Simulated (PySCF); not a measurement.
**Magnetisability: `C[C@@H]1B(O)OC=CC1=O`, C5H7BO3**

Molfile (atoms numbered from 1):
```
C5H7BO3
     RDKit          3D

 16 16  0  0  0  0  0  0  0  0999 V2000
   -1.6466   -1.1036    0.2257 C   0  0  0  0  0  0  0  0  0  0  0  0
   -0.4111   -0.2211    0.4264 C   0  0  2  0  0  0  0  0  0  0  0  0
   -0.4022    1.1864   -0.3504 B   0  0  0  0  0  0  0  0  0  0  0  0
   -1.4909    1.8635   -0.7358 O   0  0  0  0  0  0  0  0  0  0  0  0
    0.8039    1.7936   -0.6070 O   0  0  0  0  0  0  0  0  0  0  0  0
    1.9532    1.1460   -0.3562 C   0  0  0  0  0  0  0  0  0  0  0  0
    2.0566   -0.1307    0.0275 C   0  0  0  0  0  0  0  0  0  0  0  0
    0.8772   -0.9916    0.1907 C   0  0  0  0  0  0  0  0  0  0  0  0
    0.9357   -2.2002    0.1495 O   0  0  0  0  0  0  0  0  0  0  0  0
   -1.4941   -2.0638    0.7129 H   0  0  0  0  0  0  0  0  0  0  0  0
   -2.5343   -0.6360    0.6477 H   0  0  0  0  0  0  0  0  0  0  0  0
   -1.8134   -1.2892   -0.8332 H   0  0  0  0  0  0  0  0  0  0  0  0
   -0.3519    0.0399    1.4958 H   0  0  0  0  0  0  0  0  0  0  0  0
   -2.3357    1.4407   -0.5839 H   0  0  0  0  0  0  0  0  0  0  0  0
    2.8206    1.7677   -0.5442 H   0  0  0  0  0  0  0  0  0  0  0  0
    3.0254   -0.5927    0.1232 H   0  0  0  0  0  0  0  0  0  0  0  0
  1  2  1  0
  2  3  1  0
  3  4  1  0
  3  5  1  0
  5  6  1  0
  6  7  2  0
  7  8  1  0
  8  9  2  0
  8  2  1  0
  1 10  1  0
  1 11  1  0
  1 12  1  0
  2 13  1  1
  4 14  1  0
  6 15  1  0
  7 16  1  0
M  END
```

Computed with PySCF 2.14.0, GIAO PBE/pcSseg-1 magnetisability, rotational g tensor and spin-rotation constants, non-relativistic, gas phase. Geometry: GFN2-xTB.

Q: How diamagnetic is it, and how anisotropic?

A: Isotropic -1077 × 10⁻³⁰ J/T², or -64.9 × 10⁻⁶ cm³/mol; principal values -1324, -1005, -902 × 10⁻³⁰ J/T², anisotropy 381 × 10⁻³⁰ J/T² (root of half the summed squared differences of the principal values). The susceptibility is in cgs units.

Q: Split it along the inertial axes a, b, c into diamagnetic and paramagnetic parts about the centre of mass, with the quadrupole moment.

A: 
```
axis  χ (10⁻⁶ cm³/mol)  diamagnetic (10⁻⁶ cm³/mol)  paramagnetic (10⁻⁶ cm³/mol)  summed x² of all electrons (Å²)  quadrupole Θ (D Å)
   a             -56.8                      -657.7                        600.9                            156.6              -16.14
   b             -58.7                      -736.2                        677.6                            138.1              +14.22
   c             -79.1                     -1250.0                       1171.0                             17.0               +1.92
```
Anisotropies 2χaa − χbb − χcc = +24.1 and 2χbb − χaa − χcc = +18.6 × 10⁻⁶ cm³/mol. Θ is traceless in Buckingham's convention.

Q: And the rotational g tensor?

A: 
| axis | rotational constant (GHz) | g | nuclear part | electronic part |
| --- | --- | --- | --- | --- |
| a | 2.2162 | -0.0289 | 0.5967 | -0.6256 |
| b | 1.7717 | -0.0365 | 0.5275 | -0.5640 |
| c | 1.0180 | -0.0077 | 0.5523 | -0.5600 |

Asymmetric top; isotopes 11B, 12C, 1H, 16O; no vibrational averaging.
